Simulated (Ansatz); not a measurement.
Molecule: SnO3, net charge 0, singlet state. 
Geometry from a B3LYP-D3(BJ)/def2-TZVP (Ansatz, a quantum-chemistry and plane-wave program) optimisation:
```xyz
4

Sn     0.0010    -0.1887     0.0008
O      0.0102    -2.0097     0.0081
O      0.7973     1.5984    -0.0330
O     -0.8135     1.5905     0.0201
```
Charge 0, spin multiplicity 1.

Basis-set convergence of Hartree-Fock and CCSD correlation energies (hartree) with Ansatz. Cores are frozen in the correlated levels unless marked. Spin-orbit coupling is left out. The frozen core is the preceding noble-gas configuration, with the filled d and f shells of earlier blocks. Past Kr the def2 sets carry scalar-relativistic core potentials.

The Hartree-Fock reference is unstable (checked in the largest basis), which strains HF and MP2. The T1 diagnostic of CCSD in the largest basis is 0.030, which is high, so the coupled-cluster rows are less sure than usual.

```tsv
basis	functions	E(HF)	E(corr, CCSD)
def2-SVPD	101	-437.50804	-0.69825
def2-TZVPPD	176	…	…
```

Problem. Some entries are withheld; supply them.

Solution. 
- def2-TZVPPD, E(HF): -437.80573
- def2-TZVPPD, E(corr, CCSD): -0.82802
